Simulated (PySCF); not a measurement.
PySCF job for C4H9FSi, SMILES CC[SiH2]/C=C\F, TDA-PBE/def2-SVPD. The structure is a stationary point at PBE-D3(BJ)/def2-SVP. The structure was generated by enumeration; whether it is a known compound was not checked. One conformer was computed; it need not be the lowest.

```python
import numpy as np
from pyscf import gto, scf, dft, tdscf

mol = gto.M(
    atom='''
    C    -3.21307444    0.07280699   -0.12934814
    C    -1.88338030   -0.50930985   -0.62639183
    Si   -0.35012092    0.22871843    0.21143699
    C     1.19863581   -0.57641921   -0.49482557
    C     2.44441292   -0.26183551   -0.11081455
    F     2.68665189    0.67323947    0.82898424
    H    -3.26847501    1.16798840   -0.30040195
    H    -4.08329029   -0.38477065   -0.64385925
    H    -3.34990867   -0.09361265    0.95938457
    H    -1.77369684   -0.35675704   -1.72287784
    H    -1.85448758   -1.61046032   -0.47067989
    H    -0.42165716    0.00383099    1.70095059
    H    -0.31087372    1.71955062   -0.01222009
    H     1.12141402   -1.35633588   -1.27103243
    H     3.38323705   -0.70210103   -0.49195936
    ''',
    basis='def2-SVPD',
    charge=0,
    spin=0,
    max_memory=1600,
    verbose=4,
)
mf = dft.RKS(mol, xc='pbe').density_fit(auxbasis='def2-universal-jkfit')
mf.grids.level = 3
mf.conv_tol = 1e-9
mf.max_cycle = 100
mf.kernel()
mf.grids = dft.Grids(mol).set(level=1).build(with_non0tab=True)  # coarser grid for the response kernel
td = tdscf.TDA(mf)
td.singlet = True
td.nstates = 10
td.conv_tol = 1e-4
td.positive_eig_threshold = 1e-6
td.kernel(x0=td.get_init_guess(mf, 15))
td.analyze()
tt = tdscf.TDA(mf)
tt.singlet = False
tt.nstates = 4
tt.conv_tol = 1e-4
tt.positive_eig_threshold = 1e-6
tt.kernel(x0=tt.get_init_guess(mf, 9))
tt.analyze(verbose=3)
```

It prints:

```
PySCF version 2.14.0

[INPUT] verbose = 4
[INPUT] num. atoms = 15
[INPUT] num. electrons = 56
[INPUT] charge = 0
[INPUT] spin (= nelec alpha-beta = 2S) = 0
[INPUT] symmetry False subgroup None
[INPUT] Mole.unit = angstrom
[INPUT] Symbol           X                Y                Z      unit          X                Y                Z       unit  Magmom
[INPUT]  1 C     -3.213074440000   0.072806990000  -0.129348140000 AA   -6.071830709440   0.137585271054  -0.244432559322 Bohr   0.0
[INPUT]  2 C     -1.883380300000  -0.509309850000  -0.626391830000 AA   -3.559072955401  -0.962456129043  -1.183709005365 Bohr   0.0
[INPUT]  3 Si    -0.350120920000   0.228718430000   0.211436990000 AA   -0.661632649281   0.432215192341   0.399558003702 Bohr   0.0
[INPUT]  4 C      1.198635810000  -0.576419210000  -0.494825570000 AA    2.265093403996  -1.089274439838  -0.935084806732 Bohr   0.0
[INPUT]  5 C      2.444412920000  -0.261835510000  -0.110814550000 AA    4.619270954148  -0.494797403586  -0.209409150117 Bohr   0.0
[INPUT]  6 F      2.686651890000   0.673239470000   0.828984240000 AA    5.077036264145   1.272238214547   1.566553175181 Bohr   0.0
[INPUT]  7 H     -3.268475010000   1.167988400000  -0.300401950000 AA   -6.176522613885   2.207178192669  -0.567677412785 Bohr   0.0
[INPUT]  8 H     -4.083290290000  -0.384770650000  -0.643859250000 AA   -7.716300335196  -0.727111149271  -1.216717645268 Bohr   0.0
[INPUT]  9 H     -3.349908670000  -0.093612650000   0.959384570000 AA   -6.330409928606  -0.176902270295   1.812974085434 Bohr   0.0
[INPUT] 10 H     -1.773696840000  -0.356757040000  -1.722877840000 AA   -3.351801255606  -0.674173098611  -3.255767263682 Bohr   0.0
[INPUT] 11 H     -1.854487580000  -1.610460320000  -0.470679890000 AA   -3.504473627607  -3.043328939279  -0.889456084440 Bohr   0.0
[INPUT] 12 H     -0.421657160000   0.003830990000   1.700950590000 AA   -0.796816550862   0.007239521886   3.214330766517 Bohr   0.0
[INPUT] 13 H     -0.310873720000   1.719550620000  -0.012220090000 AA   -0.587466190125   3.249479729126  -0.023092623318 Bohr   0.0
[INPUT] 14 H      1.121414020000  -1.356335880000  -1.271032430000 AA    2.119165370048  -2.563103346121  -2.401903188140 Bohr   0.0
[INPUT] 15 H      3.383237050000  -0.702101030000  -0.491959360000 AA    6.393391438981  -1.326778658475  -0.929668454816 Bohr   0.0

nuclear repulsion = 280.016522799972
number of shells = 87
number of NR pGTOs = 285
number of NR cGTOs = 199
basis = def2-SVPD
ecp = {}


[settings echo left out]
init E= -546.515510977013
  HOMO = -0.298830992762108  LUMO = -0.0962701391536491  gap/eV = 5.51196
cycle= 1 E= -546.323040368756  delta_E= 0.192  |g|= 0.634  |ddm|= 5.17
  HOMO = -0.184574045088437  LUMO = -0.0172680760658257  gap/eV = 4.55263
cycle= 2 E= -546.09569638854  delta_E= 0.227  |g|= 1.12  |ddm|= 2.15
  HOMO = -0.227239949375714  LUMO = -0.0414727145058498  gap/eV = 5.05498
cycle= 3 E= -546.409404578766  delta_E= -0.314  |g|= 0.225  |ddm|= 1.47
  HOMO = -0.237813934483951  LUMO = -0.0535078123130712  gap/eV = 5.01523
cycle= 4 E= -546.423151673178  delta_E= -0.0137  |g|= 0.0797  |ddm|= 0.379
  HOMO = -0.239865622351975  LUMO = -0.0551294949701462  gap/eV = 5.02693
cycle= 5 E= -546.424511424341  delta_E= -0.00136  |g|= 0.03  |ddm|= 0.105
  HOMO = -0.237558111344517  LUMO = -0.0530654915194151  gap/eV = 5.02030
cycle= 6 E= -546.424703631871  delta_E= -0.000192  |g|= 0.00684  |ddm|= 0.0383
  HOMO = -0.237739907821489  LUMO = -0.0534034574392819  gap/eV = 5.01605
cycle= 7 E= -546.424713757934  delta_E= -1.01e-05  |g|= 0.00239  |ddm|= 0.0118
  HOMO = -0.237862863347535  LUMO = -0.0534652467564767  gap/eV = 5.01771
cycle= 8 E= -546.424715084757  delta_E= -1.33e-06  |g|= 0.000464  |ddm|= 0.00339
  HOMO = -0.23782123273458  LUMO = -0.0534189640892828  gap/eV = 5.01784
cycle= 9 E= -546.424715139799  delta_E= -5.5e-08  |g|= 0.000116  |ddm|= 0.00086
  HOMO = -0.23782524569429  LUMO = -0.0534247245186887  gap/eV = 5.01779
cycle= 10 E= -546.424715143492  delta_E= -3.69e-09  |g|= 3.3e-05  |ddm|= 0.000252
  HOMO = -0.237827325144512  LUMO = -0.0534272929370938  gap/eV = 5.01778
cycle= 11 E= -546.424715143737  delta_E= -2.45e-10  |g|= 1.21e-05  |ddm|= 6.67e-05
  HOMO = -0.237825344894942  LUMO = -0.0534252385031619  gap/eV = 5.01778
Extra cycle  E= -546.424715143676  delta_E= 6.16e-11  |g|= 1.92e-05  |ddm|= 4.88e-05
converged SCF energy = -546.424715143676
tot grids = 54680
Overwritten attributes  positive_eig_threshold  of <class 'pyscf.tdscf.rks.TDA'>


******** <class 'pyscf.tdscf.rks.TDA'> for <class 'pyscf.df.df_jk.DFRKS'> ********
nstates = 10 singlet
deg_eia_thresh = 1.000e-03
wfnsym = None
conv_tol = 0.0001
eigh lindep = 1e-12
eigh level_shift = 0
eigh max_cycle = 100


Excitation energies (eV)
[5.75398103 6.36683716 6.44107872 6.61468469 6.76269676 6.94592462
 6.96509188 7.10250821 7.15938725 7.3798683 ]

** Singlet excitation energies and oscillator strengths **
Excited State   1:      5.75398 eV    215.48 nm  f=0.0011
      27 -> 29       -0.70576
Excited State   2:      6.36684 eV    194.73 nm  f=0.0005
      28 -> 30       -0.70499
Excited State   3:      6.44108 eV    192.49 nm  f=0.1106
      26 -> 29       -0.54171
      28 -> 29       -0.43309
Excited State   4:      6.61468 eV    187.44 nm  f=0.0102
      28 -> 31        0.70524
Excited State   5:      6.76270 eV    183.34 nm  f=0.0005
      25 -> 29        0.65130
      28 -> 32       -0.25682
Excited State   6:      6.94592 eV    178.50 nm  f=0.1580
      24 -> 29       -0.46189
      26 -> 29       -0.33820
      27 -> 31       -0.11029
      28 -> 29        0.36085
Excited State   7:      6.96509 eV    178.01 nm  f=0.0010
      25 -> 29       -0.24976
      28 -> 32       -0.65626
Excited State   8:      7.10251 eV    174.56 nm  f=0.0126
      28 -> 33       -0.70439
Excited State   9:      7.15939 eV    173.18 nm  f=0.0010
      27 -> 30       -0.68993
      27 -> 31       -0.12960
Excited State  10:      7.37987 eV    168.00 nm  f=0.0035
      24 -> 29       -0.34151
      26 -> 29        0.10691
      27 -> 31        0.56254
      28 -> 29       -0.12324

** Transition electric dipole moments (AU) **
state          X           Y           Z        Dip. S.      Osc.
  1        -0.0106     -0.0628      0.0620      0.0079      0.0011
  2         0.0129      0.0367     -0.0385      0.0030      0.0005
  3        -0.7972      0.2024      0.1557      0.7008      0.1106
  4         0.0106      0.1764     -0.1779      0.0629      0.0102
  5        -0.0059     -0.0388      0.0403      0.0032      0.0005
  6         0.9626     -0.0119      0.0456      0.9287      0.1580
  7         0.0086      0.0553     -0.0545      0.0061      0.0010
  8        -0.0141     -0.1877      0.1919      0.0723      0.0126
  9        -0.0071      0.0522      0.0550      0.0058      0.0010
 10         0.0903     -0.0789     -0.0703      0.0193      0.0035

** Transition velocity dipole moments (imaginary part, AU) **
state          X           Y           Z        Dip. S.      Osc.
  1        -0.0010     -0.0052      0.0053      0.0001      0.0002
  2         0.0018      0.0100     -0.0105      0.0002      0.0006
  3        -0.0765      0.0306      0.0256      0.0074      0.0210
  4         0.0021      0.0361     -0.0364      0.0026      0.0072
  5         0.0010      0.0211     -0.0209      0.0009      0.0024
  6         0.1076     -0.0275     -0.0206      0.0128      0.0333
  7         0.0005     -0.0049      0.0051      0.0001      0.0001
  8        -0.0040     -0.0593      0.0605      0.0072      0.0184
  9         0.0094     -0.0009      0.0003      0.0001      0.0002
 10         0.0476     -0.0067     -0.0034      0.0023      0.0057

** Transition magnetic dipole moments (imaginary part, AU) **
state          X           Y           Z
  1         0.1358      0.0581      0.0679
  2         0.3148     -0.0692     -0.0520
  3         0.0054     -0.0103      0.0165
  4        -0.6298     -0.3597     -0.3940
  5        -0.1383     -0.2909     -0.2953
  6         0.0160      0.3056     -0.3084
  7         0.4112      0.4097      0.4318
  8        -0.1357      0.0691      0.0640
  9         0.0171      0.3048     -0.3033
 10         0.0019     -0.0096      0.0118


******** <class 'pyscf.tdscf.rks.TDA'> for <class 'pyscf.df.df_jk.DFRKS'> ********
nstates = 4 triplet
deg_eia_thresh = 1.000e-03
wfnsym = None
conv_tol = 0.0001
eigh lindep = 1e-12
eigh level_shift = 0
eigh max_cycle = 100


Excitation energies (eV)
[4.13994638 5.66120121 6.23969378 6.30807822]

** Triplet excitation energies and oscillator strengths **
Excited State   1:      4.13995 eV    299.48 nm  f=0.0000
Excited State   2:      5.66120 eV    219.01 nm  f=0.0000
Excited State   3:      6.23969 eV    198.70 nm  f=0.0000
Excited State   4:      6.30808 eV    196.55 nm  f=0.0000
```

Self-consistency was reached.

Cost: roughly 100 core-seconds.
